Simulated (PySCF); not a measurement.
Compound: C6H9ClO.
SMILES: `C=C(C(=O)Cl)C(C)C`

The calculation used TDDFT CAM-B3LYP/def2-SVPD, vertical, gas phase, core orbitals frozen in the response in PySCF. Isolated species at its GFN2-xTB geometry (one conformer only). Torsions of this conformer, `[CH2:1]=[C:2]([C:3](=[O:4])[Cl:5])[CH:6]([CH3:7])[CH3:8]`: C1–C2–C3–O4 160°, C1–C2–C6–C7 108°.

Computed singlets with f of 0.002 or more:

```json
{"state": "S2", "λ (nm)": "219.7", "f": "0.115"}
{"state": "S3", "λ (nm)": "203.1", "f": "0.046"}
{"state": "S4", "λ (nm)": "192.1", "f": "0.073"}
{"state": "S6", "λ (nm)": "170.4", "f": "0.0066"}
{"state": "S7", "λ (nm)": "162.6", "f": "0.047"}
{"state": "S8", "λ (nm)": "160.2", "f": "0.031"}
```

Question: Turn these into Einstein A coefficients, radiative lifetimes, transition dipoles and integrated cross-sections.

Answer: A / s⁻¹ = 0.6670 f (ν̃ / cm⁻¹)² and τ = 1/A in vacuum; |μ| follows from f = (2/3) ΔE |μ|² (atomic units, 1 au = 2.5417 D); ∫σ dE = 109.76 f Mb·eV.

| state | A (s⁻¹) | τ | \|μ\| (D) | ∫σ dE (Mb·eV) |
| --- | --- | --- | --- | --- |
| S2 | 1.6×10⁸ | 6.3 ns | 2.32 | 13 |
| S3 | 7.4×10⁷ | 14 ns | 1.41 | 5 |
| S4 | 1.3×10⁸ | 7.5 ns | 1.73 | 8.1 |
| S6 | 1.5×10⁷ | 66 ns | 0.49 | 0.73 |
| S7 | 1.2×10⁸ | 8.4 ns | 1.28 | 5.2 |
| S8 | 8.0×10⁷ | 13 ns | 1.02 | 3.4 |

Leading configurations: S2 H→L (83%); S3 H-2→L (83%); S4 H-3→L (80%); S6 H-4→L (49%); S7 H-5→L (82%); S8 H→L+1 (38%) (H = HOMO, L = LUMO).

Only emission to the ground state at the vertical energy is counted.

Question: How much energy does a mole of photons resonant with S2 carry?

Answer: 5.643 eV × 96.485 = 544 kJ/mol (130 kcal/mol).

Question: What is the integrated cross-section of all computed states together?

Answer: Σf = 0.319 over S1 to S8, so 109.76 × Σf ≈ 35.1 Mb·eV.

Question: Suppose S2 emitted 0.3 eV lower with the same transition dipole. How would A change?

Answer: At fixed |μ|, A goes as the cube of the energy: (5.34/5.64)³ = 0.85, which makes τ about 7.4 ns.
